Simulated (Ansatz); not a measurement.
**Counterpoise correction, worked out**

The pair of HBr (SMILES Br, atoms 1–2) and CH$_{3}$F (SMILES CF, atoms 3–7), both closed shells, in one local arrangement (a lower one may exist), relaxed at PBE0-D4/def2-TZVP:

Br1  (-0.412, 1.045, -2.469)
H2  (-1.210, -0.056, -2.881)
C3  (0.315, -0.176, 1.015)
F4  (0.517, -0.679, 2.281)
H5  (-0.733, 0.109, 0.904)
H6  (0.571, -0.942, 0.280)
H7  (0.953, 0.699, 0.871)
(Å)

Ansatz 0.2.0; basis: def2-TZVPPD; cores frozen in the correlated methods. Filled d shells of the heavier atoms are correlated. The def2 sets are not built for correlating such inner shells, so the correlated values are less sure here.

CCSD(T) total energies in eV:

| system | geometry | basis functions | energy |
| --- | --- | --- | --- |
| pair | pair | all | -73821.24779 |
| HBr | as in the pair | all (partner as ghosts) | -70023.37169 |
| CH$_{3}$F | as in the pair | all (partner as ghosts) | -3797.84329 |
| HBr | as in the pair | its own | -70023.35381 |
| CH$_{3}$F | as in the pair | its own | -3797.84017 |
| HBr | free (PBE0-D4 minimum) | its own | -70023.35387 |
| CH$_{3}$F | free (PBE0-D4 minimum) | its own | -3797.83991 |

Task: Work out the interaction energy with and without the counterpoise correction, the superposition error, and the binding energy from the relaxed fragments.

Result: Without correction: -73821.24779 − (-70023.35381) − (-3797.84017) = -0.05381 eV.
With correction (each fragment in the whole basis): -73821.24779 − (-70023.37169) − (-3797.84329) = -0.03281 eV = -0.76 kcal/mol.
The superposition error is the difference, 0.02100 eV, 39 % of the uncorrected value: each fragment borrows its partner's functions.
Deformation from the free shapes: 0.00006 eV for HBr and -0.00026 eV for CH$_{3}$F (a small negative value is possible, since the free shapes are minima of another method).
Binding energy from relaxed fragments: -0.03281 + 0.00006 + (-0.00026) = -0.03301 eV = -0.76 kcal/mol (electronic, without zero-point energy; negative means bound). For comparison, the corrected interaction energy by CCSD(T) at an estimated basis limit (MP2 extrapolated from triple and quadruple zeta, plus CCSD(T) − MP2 in triple zeta) is -0.041 eV; triple zeta with the correction binds less.

No T1 diagnostic of these runs exceeds 0.011.

For scale, one of the runs: CCSD(T)/def2-TZVPPD, 202 basis functions, launched by `ansatz run in.yaml --threads 4 --pin off --events-out ev --progress --plain --max-ram 9574MiB`. Hardware: 4 CPU threads of an Intel Xeon Platinum 8488C, shared host. Wall time 36 s; peak host memory 2.6 GiB.
